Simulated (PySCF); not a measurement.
An unknown is described by computed data only.

Formula: C4H8F2SSi.

* UV, strongest line: among the 8 lowest singlet transitions: S8 at 8.09 eV (153 nm, f = 0.107) [TDDFT CAM-B3LYP/def2-SVPD]
* Dipole: 2.04 D [CAM-B3LYP/def2-SVPD]
* NMR, other nuclei: isotropic shieldings of nuclei other than C and H, by class: 323 (1 F), 365 (1 F), 298 (1 Si), 615 (1 S) ppm [GIAO PBE0/pcSseg-1]
* UV, first state: lowest singlet excitation: 5.76 eV (215 nm, f = 0.001) [TDDFT CAM-B3LYP/def2-SVPD]
* Triplet: lowest triplet excitation (Tamm–Dancoff): 5.29 eV [TDA CAM-B3LYP/def2-SVPD]
* 13C NMR: chemical shifts (computed TMS as zero) by class: 95.7 (1 C), 39.6 (1 C), 26.0 (1 C), 2.8 (1 C) ppm [GIAO PBE0/pcSseg-1]
* Rotational structure: rotational constants A, B, C: 2.101, 1.031, 0.875 GHz [GFN2-xTB]

Electronic properties: PySCF, gas phase, density fitting. Levels stand in brackets. Geometry: GFN2-xTB, one conformer, isolated molecule. Each NMR value is the plain mean over a class of atoms that symmetry, rotation or inversion makes alike.

Problem. What is the compound? Reason from the data.

Solution. Numbering: `[CH3:1][Si@@:2]1([F:3])[CH2:4][C@@H:5]([F:6])[CH2:7][S:8]1`. Its formula, C4H8F2SSi, gives 1 degree of unsaturation: 1 ring and 0 π bonds in the structure found. 4 carbons fall into 4 classes; from least to most shielded: sp3 C–F carbon [C5] (95.7 ppm), ring sp3 carbon bound to sulfur [C7] (39.6 ppm), ring sp3 carbon bound to silicon [C4] (26.0 ppm), Si-methyl carbon [C1] (2.8 ppm). The other shieldings belong to: 323 ppm, silicon-bound fluorine [F3]; 365 ppm, alkyl fluorine [F6]; 298 ppm, fluorine-bound silicon [Si2]; 615 ppm, sulfur bonded to C and Si [S8]. The optimised geometry has point group C1 and is an asymmetric top. Structure: `C[Si@@]1(F)C[C@@H](F)CS1`. Computed isomers that give other values at the same levels: `C[C@@](F)([SiH3])C(=S)CF` (lowest singlet excitation: 2.44 eV (508 nm, f = 0.001)); `F[C@@H]1CS[C@@](F)([SiH3])C1` (lowest singlet excitation: 5.34 eV (232 nm, f = 0.001)); `CS[SiH2]C(C)=C(F)F` (13C chemical shifts (computed TMS as zero) by class: 167.9 (1 C), 76.7 (1 C), 13.0 (1 C), 11.9 (1 C) ppm). The assignments are read from this structure; whether some other isomer fits the data as well wasn't checked. The mirror image fits equally.
